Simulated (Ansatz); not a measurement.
Program: Ansatz. Geometries: PBE0-D4/def2-TZVP. ΔE: electronic, gas phase. CBS: MP2 limit from def2 TZ/QZ plus the TZ coupled-cluster correction, frozen cores. This one scheme is used for every species. DFT in def2-TZVPP. B3LYP here is the variant with VWN-RPA as its local correlation; programs differ in this. def2 core potentials past Kr. For Sb outer-core shells are correlated without core-valence functions, which leaves a few kJ/mol of doubt a bond. Each species was taken in one conformer, which may not be the lowest.

`C[CH2][SbH2]` + CH₃OH → `CO[CH2][SbH2]` + CH₄  (substitution at a C–C bond)

```json
{"level": "PBE-D4", "ΔE (kcal/mol)": "6.9", "difference from CCSD(T)/CBS": "-1.7"}
{"level": "r2SCAN-D4", "ΔE (kcal/mol)": "6.7", "difference from CCSD(T)/CBS": "-1.9"}
{"level": "PBE0-D4", "ΔE (kcal/mol)": "7.9", "difference from CCSD(T)/CBS": "-0.7"}
{"level": "B3LYP-D4", "ΔE (kcal/mol)": "6.2", "difference from CCSD(T)/CBS": "-2.4"}
{"level": "ωB97X-V", "ΔE (kcal/mol)": "7.0", "difference from CCSD(T)/CBS": "-1.6"}
{"level": "ωB97M-V", "ΔE (kcal/mol)": "7.4", "difference from CCSD(T)/CBS": "-1.2"}
{"level": "B2PLYP", "ΔE (kcal/mol)": "7.0", "difference from CCSD(T)/CBS": "-1.6"}
{"level": "PBE", "ΔE (kcal/mol)": "6.9", "difference from CCSD(T)/CBS": "-1.7"}
{"level": "r2SCAN", "ΔE (kcal/mol)": "6.8", "difference from CCSD(T)/CBS": "-1.8"}
{"level": "PBE0", "ΔE (kcal/mol)": "8.0", "difference from CCSD(T)/CBS": "-0.6"}
{"level": "B3LYP", "ΔE (kcal/mol)": "6.2", "difference from CCSD(T)/CBS": "-2.4"}
{"level": "HF/def2-TZVPP", "ΔE (kcal/mol)": "7.1", "difference from CCSD(T)/CBS": "-1.5"}
{"level": "MP2/def2-TZVPP", "ΔE (kcal/mol)": "9.0", "difference from CCSD(T)/CBS": "0.4"}
{"level": "SCS-MP2/def2-TZVPP", "ΔE (kcal/mol)": "8.2", "difference from CCSD(T)/CBS": "-0.4"}
{"level": "CCSD/def2-TZVPP", "ΔE (kcal/mol)": "8.2", "difference from CCSD(T)/CBS": "-0.4"}
{"level": "CCSD(T)/def2-TZVPP", "ΔE (kcal/mol)": "8.0", "difference from CCSD(T)/CBS": "-0.6"}
{"level": "HF/def2-QZVPP", "ΔE (kcal/mol)": "7.2", "difference from CCSD(T)/CBS": "-1.4"}
{"level": "MP2/def2-QZVPP", "ΔE (kcal/mol)": "9.4", "difference from CCSD(T)/CBS": "0.8"}
{"level": "SCS-MP2/def2-QZVPP", "ΔE (kcal/mol)": "8.6", "difference from CCSD(T)/CBS": "0.0"}
{"level": "HF/CBS(def2)", "ΔE (kcal/mol)": "7.2", "difference from CCSD(T)/CBS": "-1.4"}
{"level": "MP2/CBS(def2)", "ΔE (kcal/mol)": "9.6", "difference from CCSD(T)/CBS": "1.0"}
{"level": "CCSD/CBS(def2)", "ΔE (kcal/mol)": "8.8", "difference from CCSD(T)/CBS": "0.2"}
{"level": "CCSD(T)/CBS", "ΔE (kcal/mol)": "8.6", "difference from CCSD(T)/CBS": "0"}
```

Largest T1 diagnostic among the species: 0.013.

From PBE to PBE0 (25 % exact exchange), in def2-TZVPP and without D4, ΔE moves by +1.1 kcal/mol. In def2-TZVPP, CCSD(T) changes the Hartree–Fock value by +0.9 kcal/mol (the triples alone add −0.2 kcal/mol) and MP2 by +1.9 kcal/mol.
